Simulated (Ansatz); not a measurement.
```yaml
crystal:
  periodic: [false, false, false]
  atoms:
    - {symbol: B, position_ang: [0.024451, -0.424047, -1.613549]}
    - {symbol: C, position_ang: [0.360999, 0.349910, -0.308789]}
    - {symbol: C, position_ang: [1.878951, 0.083596, -0.185867]}
    - {symbol: C, position_ang: [-0.379675, -0.105576, 0.941470]}
    - {symbol: C, position_ang: [-1.872508, 0.165737, 0.869595]}
    - {symbol: H, position_ang: [-0.336948, -1.568124, -1.560957]}
    - {symbol: H, position_ang: [0.222687, 0.064599, -2.689986]}
    - {symbol: H, position_ang: [0.233240, 1.431950, -0.436925]}
    - {symbol: H, position_ang: [2.265207, 0.571277, 0.713831]}
    - {symbol: H, position_ang: [2.440138, 0.468315, -1.040731]}
    - {symbol: H, position_ang: [2.094289, -0.985366, -0.091801]}
    - {symbol: H, position_ang: [-0.208479, -1.179211, 1.084201]}
    - {symbol: H, position_ang: [0.042207, 0.392076, 1.823556]}
    - {symbol: H, position_ang: [-2.028622, -0.064383, 0.077559]}
    - {symbol: H, position_ang: [-2.328622, -0.364383, 0.027559]}
    - {symbol: H, position_ang: [-2.386434, -0.156144, 1.778161]}
basis:
  gaussian: {orbitals: 6-31G}
hamiltonian: {xc: {name: PBE0}}
accuracy: high
output: {forces: true}
```

```sh
$ ansatz run in.yaml --threads 4 --pin off --events-out ev --progress --plain --max-ram 10444MiB
```

It prints (some lines left out):

```
Functional definition: PBE0
1881 factors; integrals over basis functions are off by at most 3.3e-9 eV
mean field evaluation 1: about -4974.3790 eV, gradient 5.2e1 eV
mean field evaluation 2: about -4972.3781 eV, gradient 5.8e1 eV
mean field evaluation 4: about -4981.2174 eV, gradient 1.6e0 eV
mean field evaluation 8: about -4981.6474 eV, gradient 1.6e-1 eV
mean field evaluation 16: about -4981.6476 eV, gradient 1.8e-5 eV
mean field -4981.64755747 eV, -183.0721710550 hartree, gradient 8.3e-8 eV, S^2 0.000000; 0 other end points of the search recorded, 0 dependent functions left out
reference -4981.64755962 eV, -183.0721711340 hartree; 20, 20 occupied and 47, 47 virtual orbitals, 1881 factors
Total energy: -4981.64755962 eV, -183.0721711340 hartree
Atom 0 at     0.024451    -0.424047    -1.613549 Å, force     0.135918     0.019368    -0.204634 eV/Å
Atom 1 at     0.360999     0.349910    -0.308789 Å, force    -0.105732     0.286650    -0.106909 eV/Å
Atom 2 at     1.878951     0.083596    -0.185867 Å, force     0.271681    -0.176153    -0.052879 eV/Å
Atom 3 at    -0.379675    -0.105576     0.941470 Å, force    -0.327202    -0.475016     0.074719 eV/Å
Atom 4 at    -1.872508     0.165737     0.869595 Å, force     5.946985     6.228177    21.705870 eV/Å
Atom 5 at    -0.336948    -1.568124    -1.560957 Å, force    -0.106636    -0.088747    -0.022881 eV/Å
Atom 6 at     0.222687     0.064599    -2.689986 Å, force     0.010722    -0.036991    -0.034785 eV/Å
Atom 7 at     0.233240     1.431950    -0.436925 Å, force    -0.113914     0.053052     0.053157 eV/Å
Atom 8 at     2.265207     0.571277     0.713831 Å, force     0.003640     0.062573     0.080630 eV/Å
Atom 9 at     2.440138     0.468315    -1.040731 Å, force     0.060937     0.048392    -0.066808 eV/Å
Atom 10 at     2.094289    -0.985366    -0.091801 Å, force     0.048986    -0.099416     0.028234 eV/Å
Atom 11 at    -0.208479    -1.179211     1.084201 Å, force     0.639562    -0.344881     0.079749 eV/Å
Atom 12 at     0.042207     0.392076     1.823556 Å, force    -0.268343     0.100514    -0.003245 eV/Å
Atom 13 at    -2.028622    -0.064383     0.077559 Å, force    24.691528    27.286208   -15.214635 eV/Å
Atom 14 at    -2.328622    -0.364383     0.027559 Å, force   -30.246392   -33.189616    -5.229056 eV/Å
Atom 15 at    -2.386434    -0.156144     1.778161 Å, force    -0.641740     0.325888    -1.086526 eV/Å
Dipole moment:     0.065837    -0.304528    -0.085638 e Å
```

In this input one atom was put on top of another. The calculation finished and met its thresholds. The result belongs to that input, not to the molecule as meant.
